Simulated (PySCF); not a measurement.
Two-photon absorption: `CC[C@@H](C)C(C)C`, C$_{7}$H$_{16}$

Molfile (atoms numbered from 1):
```
C7H16
     RDKit          3D

 23 22  0  0  0  0  0  0  0  0999 V2000
    2.3398   -0.2919   -0.6982 C   0  0  0  0  0  0  0  0  0  0  0  0
    0.8796    0.1169   -0.8256 C   0  0  0  0  0  0  0  0  0  0  0  0
    0.0374   -0.1527    0.4263 C   0  0  1  0  0  0  0  0  0  0  0  0
    0.4372    0.7600    1.5820 C   0  0  0  0  0  0  0  0  0  0  0  0
   -1.4831   -0.0937    0.1587 C   0  0  0  0  0  0  0  0  0  0  0  0
   -1.9693   -1.2847   -0.6614 C   0  0  0  0  0  0  0  0  0  0  0  0
   -1.9400    1.2190   -0.4724 C   0  0  0  0  0  0  0  0  0  0  0  0
    2.8583    0.2653    0.0971 H   0  0  0  0  0  0  0  0  0  0  0  0
    2.8891   -0.1091   -1.6343 H   0  0  0  0  0  0  0  0  0  0  0  0
    2.4333   -1.3645   -0.4629 H   0  0  0  0  0  0  0  0  0  0  0  0
    0.4376   -0.4179   -1.6826 H   0  0  0  0  0  0  0  0  0  0  0  0
    0.8200    1.1898   -1.0790 H   0  0  0  0  0  0  0  0  0  0  0  0
    0.2501   -1.1919    0.7420 H   0  0  0  0  0  0  0  0  0  0  0  0
    0.2778    1.8213    1.3316 H   0  0  0  0  0  0  0  0  0  0  0  0
    1.4987    0.6431    1.8456 H   0  0  0  0  0  0  0  0  0  0  0  0
   -0.1521    0.5386    2.4856 H   0  0  0  0  0  0  0  0  0  0  0  0
   -1.9667   -0.1672    1.1502 H   0  0  0  0  0  0  0  0  0  0  0  0
   -1.6903   -2.2393   -0.1884 H   0  0  0  0  0  0  0  0  0  0  0  0
   -1.5463   -1.2800   -1.6788 H   0  0  0  0  0  0  0  0  0  0  0  0
   -3.0653   -1.2701   -0.7670 H   0  0  0  0  0  0  0  0  0  0  0  0
   -3.0391    1.2715   -0.5093 H   0  0  0  0  0  0  0  0  0  0  0  0
   -1.5875    2.0958    0.0916 H   0  0  0  0  0  0  0  0  0  0  0  0
   -1.5746    1.3171   -1.5071 H   0  0  0  0  0  0  0  0  0  0  0  0
  1  2  1  0
  2  3  1  0
  3  4  1  0
  3  5  1  0
  5  6  1  0
  5  7  1  0
  1  8  1  0
  1  9  1  0
  1 10  1  0
  2 11  1  0
  2 12  1  0
  3 13  1  1
  4 14  1  0
  4 15  1  0
  4 16  1  0
  5 17  1  0
  6 18  1  0
  6 19  1  0
  6 20  1  0
  7 21  1  0
  7 22  1  0
  7 23  1  0
M  END
```

Computed, not measured: TDDFT CAM-B3LYP/aug-cc-pVDZ excited states, vertical, gas phase (PySCF). Geometry: PBE0-D3(BJ)/def2-SVP.

(1) Give the one- and two-photon strengths of the lowest singlets.

Results:

(1) δ for parallel linear polarisation; σ at the peak of a Lorentzian of half width 0.1 eV, single beam; Ω is circular over linear.
| state | E (eV) | f | photon λ (nm) | δ (au) | σ (GM) | Ω | main |
| --- | --- | --- | --- | --- | --- | --- | --- |
| S1 | 7.86 | 0.004 | 316 | 63.9 | 1.45 | 1.06 | HOMO→LUMO 0.85 |
| S2 | 7.99 | 0.005 | 310 | 24.2 | 0.57 | 0.72 | HOMO−1→LUMO 0.85 |
| S3 | 8.12 | 0.015 | 305 | 92.5 | 2.23 | 0.34 | HOMO−2→LUMO 0.82 |
| S4 | 8.24 | 0.040 | 301 | 7.64 | 0.19 | 1.33 | HOMO→LUMO+1 0.50, HOMO→LUMO+2 0.22 |
| S5 | 8.33 | 0.001 | 298 | 9.59 | 0.24 | 1.38 | HOMO→LUMO+2 0.41, HOMO→LUMO+3 0.19 |
| S6 | 8.37 | 0.009 | 296 | 46.1 | 1.18 | 0.43 | HOMO−1→LUMO+1 0.26, HOMO→LUMO+1 0.14 |

Among these, the strongest one-photon state is S4, the strongest two-photon state S3, with a dipole change of 2.5 D (relaxed, norm of the difference vector).
